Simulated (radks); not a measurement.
All-electron atom: Mo+ in [Kr] 4d5.

All-electron calculation, scalar-relativistic Kohn-Sham, PBEsol, spin-polarised, spherical densities, finite nucleus; open shells are filled with parallel spins first (spin-orbit coupling, left out, can overturn this in heavy ions); Fermi nuclear charge, rms radius 4.4091 fm. Program: a radial shooting solver on a logarithmic mesh with Libxc functionals.

Energy parts (hartree):
| part | energy |
|---|---|
| total | -4046.27552 |
| kinetic | 4171.60289 |
| electron-nucleus | -9744.48921 |
| Hartree | 1647.90617 |
| exchange-correlation | -121.29537 |

Orbitals (lengths in bohr, moments of r in powers of bohr; r(max) is where P^2 peaks):
| orbital | occ. | eigenvalue (hartree) | r(max) | <r> | <1/r> | <r^2> |
|---|---|---|---|---|---|---|
| 1s up | 1 | -728.2151 | 0.02288 | 0.03518 | 43.53 | 0.001670 |
| 1s down | 1 | -728.2156 | 0.02288 | 0.03518 | 43.53 | 0.001670 |
| 2s up | 1 | -103.0551 | 0.1297 | 0.1538 | 9.799 | 0.02788 |
| 2s down | 1 | -103.0371 | 0.1297 | 0.1538 | 9.800 | 0.02788 |
| 2p up | 3 | -92.17300 | 0.1036 | 0.1340 | 9.529 | 0.02194 |
| 2p down | 3 | -92.15953 | 0.1036 | 0.1340 | 9.530 | 0.02194 |
| 3s up | 1 | -17.72093 | 0.3838 | 0.4292 | 3.363 | 0.2111 |
| 3s down | 1 | -17.71057 | 0.3839 | 0.4292 | 3.363 | 0.2110 |
| 3p up | 3 | -14.15642 | 0.3773 | 0.4309 | 3.200 | 0.2161 |
| 3p down | 3 | -14.14484 | 0.3774 | 0.4308 | 3.200 | 0.2160 |
| 3d up | 5 | -8.35310 | 0.3223 | 0.4155 | 2.968 | 0.2078 |
| 3d down | 5 | -8.33574 | 0.3225 | 0.4153 | 2.968 | 0.2074 |
| 4s up | 1 | -2.63764 | 0.9912 | 1.112 | 1.225 | 1.403 |
| 4s down | 1 | -2.53917 | 0.9859 | 1.104 | 1.237 | 1.382 |
| 4p up | 3 | -1.69433 | 1.075 | 1.244 | 1.080 | 1.777 |
| 4p down | 3 | -1.58443 | 1.067 | 1.233 | 1.093 | 1.746 |
| 4d up | 5 | -0.41977 | 1.393 | 1.865 | 0.7197 | 4.229 |
| 4d down | 0 | -0.29717 | 1.373 | 1.917 | 0.7122 | 4.551 |

The highest occupied level is 4d up at -11.422 eV. The electron density at the nucleus is 9.252e+04 e/bohr^3 (large components only). Spin moment in Bohr magnetons: 5. The density falls to 0.001 e/bohr^3 at r = 3.94 bohr. Summed over all electrons, <r^2> = 38.49 bohr^2, which gives a Langevin (diamagnetic) susceptibility term of -30.5 x 10^-6 cm^3/mol.
